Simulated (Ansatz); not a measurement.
Consider the ligand exchange at the Si–Se bond: `Cl[Si](Cl)(Cl)[SeH]` + `S[SiH2]Cl` → `Cl[SiH2]S[Si](Cl)(Cl)Cl` + H₂Se.

Gas-phase electronic energies from Ansatz, PBE0-D4/def2-TZVP geometries. CCSD(T)/CBS adds triple-zeta CCSD(T) − MP2 to the extrapolated MP2 energy (def2 sets, frozen cores). DFT in def2-TZVPP. B3LYP here is the variant with VWN-RPA as its local correlation; programs differ in this. For Se outer-core shells are correlated without core-valence functions, which leaves a few kJ/mol of doubt a bond. Scalar relativity is left out up to krypton. One conformer a species, not always the lowest.

```tsv
level	ΔE (kcal/mol)	difference from CCSD(T)/CBS
PBE-D4	-0.9	-0.3
PBE0-D4	-1.0	-0.4
B3LYP-D4	-1.6	-1.0
ωB97X-V	-0.9	-0.3
ωB97M-V	-1.2	-0.6
PBE	1.2	1.8
PBE0	1.0	1.6
B3LYP	1.9	2.5
HF/def2-TZVPP	1.9	2.5
MP2/def2-TZVPP	-1.3	-0.7
SCS-MP2/def2-TZVPP	-0.6	0.0
CCSD/def2-TZVPP	-0.1	0.5
CCSD(T)/def2-TZVPP	-0.7	-0.1
HF/def2-QZVPP	2.0	2.6
MP2/def2-QZVPP	-1.2	-0.6
SCS-MP2/def2-QZVPP	-0.6	0.0
CCSD(T)/CBS	-0.6	0
```

Largest T1 diagnostic among the species: 0.010.

The D4 term adds −3.5 kcal/mol with B3LYP and −2.1 kcal/mol with PBE0; it sums over pairs of atoms, weighted by their polarisabilities, and B3LYP, whose exchange is more repulsive, gets the larger term. In def2-TZVPP, CCSD(T) changes the Hartree–Fock value by −2.7 kcal/mol (the triples alone add −0.6 kcal/mol) and MP2 by −3.2 kcal/mol.
